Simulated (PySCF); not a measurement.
Pd (palladium, neutral) across methods

[Kr] 4d9 5s1, high-spin 3D determinant (an excited configuration). All numbers are calculated (PySCF 2.14, a scalar-relativistic core potential, in aug-cc-pwCVTZ-PP with ECP28MDF (8s8p7d4f3g, 122 functions)).

| method | E (hartree) | mean ε 4d α (eV) | mean ε 4d β (eV) | mean ε 5s α (eV) | Σ⟨r²⟩ (bohr²) | ⟨S²⟩ |
| --- | --- | --- | --- | --- | --- | --- |
| PBE0 | -127.4082 | -8.675 | -7.722 | -5.360 | 46.56 | 2.001 |
| LDA | -127.1779 | -7.168 | -6.273 | -5.047 | 46.68 | 2.000 |
| r2SCAN | -127.4519 | -7.200 | -6.170 | -5.027 | 46.21 | 2.002 |
| B97-3 | -127.4413 | -8.757 | -7.847 | -5.197 | 46.59 | 2.002 |
| PBE | -127.4293 | -6.972 | -6.074 | -4.791 | 46.83 | 2.001 |
| UHF | -126.61266 | -13.202 | -12.043 | -6.471 | 47.55 | 2.003 |
| B3LYP | -127.4663 | -8.357 | -7.492 | -5.303 | 46.70 | 2.001 |

Task: Estimate the same row for M06.

Result: E (hartree) = -127.4304; mean ε 4d α (eV) = -8.865; mean ε 4d β (eV) = -7.907; mean ε 5s α (eV) = -5.335; Σ⟨r²⟩ (bohr²) = 46.50; ⟨S²⟩ = 2.003.

Energies and moments cover only the electrons outside the core potential.
